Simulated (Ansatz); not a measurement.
Reactions of `C[SiH]1C=N1`.

Gas-phase electronic energies from Ansatz, PBE0-D4/def2-TZVP geometries. CCSD(T)/CBS adds triple-zeta CCSD(T) − MP2 to the extrapolated MP2 energy (def2 sets, frozen cores). This one scheme is used for every species. DFT in def2-TZVPP. B3LYP here is the variant with VWN-RPA as its local correlation; programs differ in this. def2 core potentials past Kr. For Br, Mg, Sn outer-core shells are correlated without core-valence functions, which leaves a few kJ/mol of doubt a bond. Scalar relativity is left out up to krypton. One conformer a species, not always the lowest.

| reaction | CCSD(T)/CBS(def2) (kJ/mol) |
| --- | --- |
| `C[SiH]1C=N1` + `C[O][Al]([OH])[F]` → `CO[SiH]1C=N1` + `[CH3][Al]([OH])[F]` | 29 |
| `C[SiH]1C=N1` + `N=CNBCl` → `N=C[SiH]1C=N1` + `CNBCl` | 48 |
| `C[SiH]1C=N1` → `[SiH3]C1C=N1` | 126 |
| `C[SiH]1C=N1` + `C[CH2][Sn][Br]` → `Br[SiH]1C=N1` + `C[CH2][Sn][CH3]` | ? |
| `C[SiH]1C=N1` + `[F][Mg][O][SiH3]` → `[SiH3][SiH]1C=N1` + `C[O][Mg][F]` | ? |
| `C[SiH]1C=N1` + `OBCCBr` → `BrC[SiH]1C=N1` + `CCBO` | 26 |

Q: Fill in the missing values. (An estimate is asked.)

A: The calculation gave: `C[SiH]1C=N1` + `C[CH2][Sn][Br]` → `Br[SiH]1C=N1` + `C[CH2][Sn][CH3]`: +96.7 kJ/mol; `C[SiH]1C=N1` + `[F][Mg][O][SiH3]` → `[SiH3][SiH]1C=N1` + `C[O][Mg][F]`: +221.3 kJ/mol.

Largest T1 diagnostic: 0.017, for `[SiH3][SiH]1C=N1`.
